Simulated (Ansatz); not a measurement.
Species: tribromo(ethyl)silane, C₂H₅Br₃Si, net charge 0, singlet state. SMILES: Br[Si](Br)(Br)CC
Geometry from a B3LYP-D3(BJ)/def2-TZVP (Ansatz, a quantum-chemistry and plane-wave program) optimisation:
```
C
H 1 1.0937
H 1 1.0937 2 106.72
C 1 1.5312 2 111.13 3 121.31
H 4 1.0904 1 111.29 2 60.47
H 4 1.0904 5 107.88 1 -122.36
H 4 1.0909 5 107.89 6 -116.32
Si 1 1.8600 2 106.42 3 -113.34
Br 8 2.2236 1 109.92 2 56.77
Br 8 2.2256 1 110.40 2 -63.24
Br 8 2.2256 1 110.40 2 176.79
```

Property: atomisation energy (electronic, to ground-state atoms), in kcal/mol. Cores are frozen in the correlated levels unless marked. UHF or UKS for open shells. No spin-orbit coupling. The frozen core is the preceding noble-gas configuration, with the filled d and f shells of earlier blocks. No relativistic terms. The coupled-cluster limit lacks core correlation, which all-electron functionals hold. CBS(X,Y): correlation extrapolated as X^-3; Hartree-Fock from the larger set.

```csv
level,program,atomisation energy (kcal/mol)
BLYP/def2-TZVPD,Ansatz,894.8
r2SCAN-D3(BJ)/def2-TZVPD,Ansatz + dftd3,___
B97M-V/def2-TZVPD,Ansatz,___
BHLYP-D3(BJ)/def2-TZVPD,Ansatz + dftd3,906.7
BHLYP-D4/def2-TZVPD,Ansatz + dftd4,905.5
BHLYP/def2-TZVPD,Ansatz,891.4
CAM-B3LYP-D3(BJ)/def2-TZVPD,Ansatz + dftd3,___
LC-wPBE/def2-TZVPD,Ansatz,918.8
B2GP-PLYP-D3(BJ)/def2-TZVPD,Ansatz + dftd3,___
CCSD/STO-3G,Ansatz,969.5
CCSD/6-31G,Ansatz,740.5
"CCSD(T)/CBS(def2-TZVPPD,def2-QZVPPD)",Ansatz,929.1
```

### Question
Some entries are withheld; supply them.

### Answer

- r2SCAN-D3(BJ)/def2-TZVPD, atomisation energy (kcal/mol): 936.7
- B97M-V/def2-TZVPD, atomisation energy (kcal/mol): 929.6
- CAM-B3LYP-D3(BJ)/def2-TZVPD, atomisation energy (kcal/mol): 923.3
- B2GP-PLYP-D3(BJ)/def2-TZVPD, atomisation energy (kcal/mol): 920.6
